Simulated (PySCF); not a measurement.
Species: C7H16FNSi.
Numbering: `[CH3:1][CH2:2][CH2:3][Si@@H:4]([NH:5][CH3:6])[C@@H:7]1[CH2:8][C@H:9]1[F:10]` (hydrogens: H11, H12, H13 on C1; H14, H15 on C2; H16, H17 on C3; H18 on Si4; H19 on N5; H20, H21, H22 on C6; H23 on C7; H24, H25 on C8; H26 on C9)

Level: PBE0/pcSseg-1 in PySCF, non-relativistic, on one gas-phase PBE0-D3(BJ)/def2-SVP geometry that isn't relaxed in the solvent. The solvent is an IEF-PCM continuum (cavity from Bondi-type radii × 1.2). The model holds no explicit solvent molecules, cavitation or dispersion.

Gas phase at PBE0/pcSseg-1: HOMO -6.61 eV, LUMO 1.11 eV, dipole 2.10 D.

Problem. What does the continuum do to the energy, the frontier levels and the dipole at PBE0/pcSseg-1 in tetrahydrofuran and water?

Solution. 
| solvent | ε | E(solvent) − E(gas) (kcal/mol) | polarisation term (kcal/mol) | distortion of the solute (kcal/mol) | HOMO (eV) | LUMO (eV) | dipole (D) |
| --- | --- | --- | --- | --- | --- | --- | --- |
| tetrahydrofuran | 7.426 | -3.43 | -3.68 | 0.25 | -6.51 | 1.28 | 2.50 |
| water | 78.36 | -4.22 | -4.61 | 0.39 | -6.51 | 1.30 | 2.61 |

Polarisation term: ½ Σ q·V over the induced surface charges. Distortion: the rise of the solute's own energy as its density leaves the gas-phase optimum. From tetrahydrofuran to water the lowering changes by a factor 1.23, Onsager's factor (ε − 1)/(2ε + 1) by 1.21 and ε itself by 10.6.

Problem. Which radius a makes the point-dipole formula ΔE = −[(ε − 1)/(2ε + 1)]·μ²/a³ give the value in water, with the gas-phase dipole?

Solution. μ = 0.827 au and |ΔE| = 0.00672 Eh give a = 1.95 Å; the farthest nucleus lies 4.46 Å from the centroid of the nuclei, so such a sphere wouldn't even hold the nuclei. The formula assumes a rigid point dipole at the centre of a sphere.

Problem. Which IAO charges (PBE0/pcSseg-1) respond most in tetrahydrofuran (means over atoms taken as equivalent)?

Solution. 
```csv
atoms,environment,gas (e),solvent (e),change
F10,alkyl fluorine,-0.308,-0.320,-0.012
H19,N–H hydrogen,+0.253,+0.263,+0.010
N5,silicon-bound nitrogen,-0.670,-0.678,-0.008
H18,Si–H hydrogen,-0.185,-0.193,-0.008
H26,methine hydrogen,+0.140,+0.148,+0.008
H24,methylene hydrogen,+0.146,+0.153,+0.007
```

Problem. Which Mayer bond orders change most in tetrahydrofuran?

Solution. 
```
   bond  length (Å)    gas  solvent  change
 C9–F10       1.358  0.909    0.890  -0.019
 Si4–N5       1.733  1.018    1.034  +0.016
Si4–H18       1.511  0.918    0.910  -0.008
 N5–H19       1.014  0.932    0.925  -0.007
 C3–Si4       1.880  0.907    0.913  +0.006
  C9–C7       1.495  0.937    0.943  +0.006
  N5–C6       1.443  0.976    0.972  -0.004
  C8–C9       1.479  0.979    0.983  +0.004
```

Shape of the structure used: `[CH3:1][CH2:2][CH2:3][Si@@H:4]([NH:5][CH3:6])[C@@H:7]1[CH2:8][C@H:9]1[F:10]`: C1–C2–C3–Si4 -179°, C2–C3–Si4–N5 -174°, C3–Si4–N5–C6 173°, C3–Si4–C7–C8 152°.
